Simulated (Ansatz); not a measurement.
Basis sets compared for the cluster B7H13. Total charge 0; singlet. Geometry B3LYP-D4/def2-SVP. Ansatz on 4 threads of Arm Neoverse V1 on a shared host; times are rough, and most runs start from earlier orbitals.

Cartesian coordinates in Å:
```
B 2.019 -0.516 -0.360
B 0.622 -0.824 0.889
B -0.951 -0.951 0.061
B -0.661 0.463 1.101
B -1.650 0.722 -0.245
B -0.621 2.045 -0.031
B 0.602 -1.425 -0.734
H -1.280 3.049 0.047
H 2.971 -1.239 -0.482
H 0.704 -2.574 -1.053
H -1.726 -1.845 0.236
H -2.838 0.840 -0.313
H 0.888 -1.458 1.869
H -1.159 0.477 2.191
H 0.569 2.174 -0.136
H 2.207 0.669 -0.288
H 1.291 -0.634 -1.529
H -1.024 1.392 -1.188
H 0.666 0.478 1.152
H -0.629 -0.845 -1.189
```

Another isomer (singlet) lies 0.75 eV lower at PBE0-D4/def2-TZVP; other spin states weren't run for this one.

Binding counts from free atoms (B doublet, H doublet) in the same basis, without a counterpoise term.

| level | functions | energy (Eh) | HOMO (eV) | LUMO (eV) | binding per atom (eV) | wall time |
| --- | --- | --- | --- | --- | --- | --- |
| PBE-D4/def2-SVP | 163 | -181.2858 | -6.93 | -3.62 | 3.72 | 2.2 s |
| PBE0-D4/def2-SVP | 163 | -181.3522 | -8.00 | -2.80 | 3.71 | 2.7 s |

Problem. Estimate the rows for PBE-D4/def2-TZVP (with forces), PBE0-D4/def2-TZVP.

Solution. 
```tsv
level	functions	energy (Eh)	HOMO (eV)	LUMO (eV)	binding per atom (eV)	wall time
PBE-D4/def2-TZVP (with forces)	295	-181.4788	-6.99	-3.67	3.69	5.5 s
PBE0-D4/def2-TZVP	295	-181.5370	-8.01	-2.82	3.67	7 s
```
